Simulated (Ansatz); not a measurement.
Reaction (homolysis of the Br–In bond): `[NH2][In]([Br])[Br]` → Br• + `[NH2][In][Br]`•

Calculated with Ansatz (gas phase, PBE0-D4/def2-TZVP geometries, no zero-point term in ΔE). CBS: MP2 limit from def2 TZ/QZ plus the TZ coupled-cluster correction, frozen cores. No spin–orbit coupling; open shells (•) take unrestricted orbitals. Spin–orbit coupling would lower the free atoms: clearly for Br. Elements past krypton have def2 core potentials. Bonds to Br, In are less sure, by a few kJ/mol each and by 10 to 20 or more in all where they break to atoms, as the def2 sets lack core-valence functions. Scalar relativity is left out up to krypton. One conformer a species, not always the lowest.

`[NH2][In]([Br])[Br]`:

Cartesian coordinates in Å:
```
N 0.435 0.509 1.084
In -0.236 -0.169 -0.676
Br 1.325 -0.951 -2.394
Br -2.611 -0.015 -1.254
H -0.231 0.497 1.844
H 1.318 0.129 1.396
```

`[NH2][In][Br]`•:

```xyz
5

N     0.427   -0.484    0.752
In    0.169   -0.075   -1.261
Br   -2.073    0.920   -1.824
H     0.081    0.281    1.324
H     1.396   -0.643    1.009
```

```json
{"species": "`[NH2][In]([Br])[Br]`", "CCSD(T)/CBS(def2) energy (Eh)": "-5392.48319"}
{"species": "Br•", "CCSD(T)/CBS(def2) energy (Eh)": "-2573.26688"}
{"species": "`[NH2][In][Br]`•", "CCSD(T)/CBS(def2) energy (Eh)": "-2819.07840"}
```

(1) Work out ΔE.

Largest T1 diagnostic among the species: 0.016.

Results:

(1) ΔE = (-2573.26688) + (-2819.07840) − (-5392.48319) = 0.13791 Eh = +86.5 kcal/mol.

In def2-TZVPP, CCSD(T) changes the Hartree–Fock value by +20.2 kcal/mol (the triples alone add +1.9 kcal/mol) and MP2 by +25.2 kcal/mol; breaking electron pairs costs correlation energy, which Hartree–Fock lacks. From BLYP to BHLYP (50 % exact exchange), in def2-TZVPP and without D4, ΔE moves by +5.3 kcal/mol.
